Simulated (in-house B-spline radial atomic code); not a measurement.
A radial electron density 4πr²n(r) was computed for an atom or ion in its tabulated ground configuration with a B-spline radial code for spherical atoms; method: non-relativistic TPSS, spin-polarised, spherical fractional occupations. Columns: r (bohr), 4πr²n(r) (electrons per bohr), bar.

```
 0.00405   0.3995 #
 0.00488   0.5658 #
 0.00587   0.7947 ##
 0.00707    1.112 ###
 0.00851    1.543 ####
  0.0102    2.108 #####
  0.0123    2.878 #######
  0.0148    3.866 ##########
  0.0179    5.155 #############
  0.0215    6.679 #################
  0.0259    8.501 ######################
  0.0311     10.5 ###########################
  0.0375    12.63 #################################
  0.0451     14.6 ######################################
  0.0543    16.16 ##########################################
  0.0653    17.01 ############################################
  0.0786     16.9 ############################################
  0.0946    15.81 #########################################
   0.114    14.01 ####################################
   0.137    12.15 ###############################
   0.165    10.97 ############################
   0.199    11.08 #############################
   0.239    12.49 ################################
   0.288    14.51 ######################################
   0.346    15.88 #########################################
   0.417    15.57 ########################################
   0.502    13.29 ##################################
   0.604    9.721 #########################
   0.727    6.068 ################
   0.874    3.492 #########
    1.05    2.389 ######
    1.27    2.372 ######
    1.52    2.643 #######
    1.84    2.602 #######
    2.21    2.136 ######
    2.66    1.448 ####
     3.2   0.7981 ##
    3.85   0.3516 #
    4.64   0.1239 
    5.58  0.03583 
    6.71 0.007885 
    8.08 0.001225
```

Problem. Which atom or ion is it?
A. Si
B. P
C. Ar+
D. Cl2+

Solution. B. The area under the curve, ∫4πr²n dr = ∫r·4πr²n d(ln r) on this logarithmic grid, is 15 electrons; among the options with that count, the innermost peak, which lies near 1/Z bohr, picks Z = 15. The configuration is [Ne] 3s2 3p3.
